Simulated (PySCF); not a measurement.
Species: `C1P(CC(C)(C)C)C1`. The columns A, B, C and D hold Mulliken, IAO, Hirshfeld and ESP-fitted charges (e) of one PBE0/pcSseg-1 density (PySCF), in a shuffled order. Coordinates in Å (GFN2-xTB); the density's dipole moment is (-0.20, -1.10, 0.44) D.

```csv
atom,x,y,z,A,B,C,D
C1,-1.591,1.504,-0.164,-0.239,-0.123,-0.149,-0.418
C2,-1.097,0.067,0.002,+0.623,+0.025,-0.623,+0.062
C3,-2.131,-0.740,0.794,-0.711,-0.118,-0.140,-0.414
C4,-0.902,-0.568,-1.374,-0.558,-0.122,-0.146,-0.415
C5,0.229,0.060,0.773,-0.225,-0.111,-0.333,-0.423
P6,1.601,1.004,-0.083,-0.134,+0.126,+0.277,+0.385
C7,3.040,0.185,0.726,-0.208,-0.125,-0.378,-0.433
C8,2.673,-0.399,-0.612,-0.356,-0.124,-0.373,-0.434
H9,-0.858,2.091,-0.714,+0.029,+0.028,+0.124,+0.139
H10,-1.745,1.970,0.807,+0.058,+0.037,+0.105,+0.133
H11,-2.531,1.525,-0.710,+0.055,+0.039,+0.108,+0.135
H12,-3.085,-0.750,0.271,+0.181,+0.039,+0.108,+0.135
H13,-1.800,-1.768,0.924,+0.153,+0.037,+0.104,+0.133
H14,-2.287,-0.303,1.779,+0.139,+0.037,+0.105,+0.134
H15,-0.159,-0.010,-1.943,+0.143,+0.031,+0.125,+0.136
H16,-1.836,-0.565,-1.931,+0.127,+0.039,+0.109,+0.135
H17,-0.563,-1.598,-1.279,+0.135,+0.036,+0.104,+0.131
H18,0.553,-0.968,0.952,+0.115,+0.036,+0.132,+0.125
H19,0.078,0.541,1.745,+0.103,+0.035,+0.143,+0.138
H20,3.956,0.758,0.778,+0.142,+0.044,+0.151,+0.159
H21,2.857,-0.411,1.610,+0.103,+0.045,+0.148,+0.151
H22,2.244,-1.392,-0.634,+0.142,+0.044,+0.149,+0.149
H23,3.350,-0.207,-1.434,+0.183,+0.045,+0.151,+0.158
```

Q: Which column most likely holds the ESP-fitted charges?

A: A. Σ q r misses the density's dipole by 0.09 D (A), 1.45 D (B), 2.08 D (C), 2.40 D (D). Charges fitted to the outside potential are the only set here that is tied to the molecule's multipoles.

Q: And the Hirshfeld charges?

A: B. The mean sizes are 0.063 e (B), 0.186 e (C), 0.211 e (A), 0.221 e (D), and Hirshfeld charges are commonly the smallest of these schemes.

As computed, A = ESP-fitted, B = Hirshfeld, C = Mulliken, D = IAO. Hydrogens on carbon: ESP-fitted +0.03 to +0.18, Hirshfeld +0.03 to +0.05, Mulliken +0.10 to +0.15, IAO +0.13 to +0.16 e.

The Hirshfeld scheme divides the density at each point in proportion to the densities of the neutral, spherically averaged free atoms. The Mulliken scheme gives each basis function's population to the atom it is centred on and halves the overlap population of two atoms between them.

The structure is a single GFN2-xTB conformer in the gas phase; no vibrational or solvent corrections.

Conformer computed: `[CH3:1][C:2]([CH3:3])([CH3:4])[CH2:5][P:6]1[CH2:7][CH2:8]1`: C1–C2–C5–P6 -61°, C2–C5–P6–C7 -158°.
